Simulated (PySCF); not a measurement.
A structure optimised at PBE-D3(BJ)/def2-SVP, used in a PySCF frequency run:

```
O
Si 1 1.6837
Si 1 1.6837 2 132.26
N 2 1.7362 1 115.78 3 34.82
H 4 1.0218 2 120.43 1 -79.32
H 4 1.0223 5 111.05 2 -150.01
N 3 1.7362 1 115.78 2 34.82
H 7 1.0218 3 120.43 1 -79.32
H 7 1.0223 8 111.05 3 -150.01
H 2 1.4974 1 105.79 3 154.56
H 3 1.4974 1 105.79 2 154.56
H 3 1.5020 11 112.18 1 -118.87
H 2 1.5020 10 112.18 1 -118.87
```

Problem. Write its SMILES, formula and point group.

Solution. N[SiH2]O[SiH2]N, H8N2OSi2, C2

Problem. What are its rotational constants (standard atomic weights)?

Solution. 5.1189, 1.8115, 1.5373 GHz
